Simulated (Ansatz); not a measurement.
CH$_{5}$FO$_{2}$Ti, SMILES `[CH3][Ti]([OH])([OH])[F]` at its PBE0-D4/def2-TZVP geometry, where that method's forces vanish. Total charge 0; spin multiplicity 1.

```xyz
10

C     0.5557   -0.1079   -1.3570
Ti   -0.5320   -0.0516    0.3905
O    -0.0223   -1.4926    1.3150
O    -0.0829    1.4773    1.1800
F    -2.2277   -0.1309   -0.0968
H     0.3412   -1.0448   -1.8793
H     0.2716    0.7377   -1.9902
H     1.6248   -0.0519   -1.1359
H     0.4860   -1.6623    2.1079
H    -0.4144    2.3270    1.4657
```

Q: What forces (eV/Å) does r2SCAN-D4/def2-TZVPP give on these atoms in Ansatz? (Best estimate.)

A: The calculation gave: 
```
C1   0.073 -0.006 -0.115
Ti2 -0.013  0.025 -0.119
O3   0.037 -0.259  0.092
O4   0.119  0.202  0.113
F5  -0.211 -0.021 -0.054
H6   0.005  0.011  0.005
H7   0.004 -0.010  0.007
H8  -0.011 -0.001 -0.009
H9   0.032  0.008  0.058
H10 -0.036  0.050  0.021
```
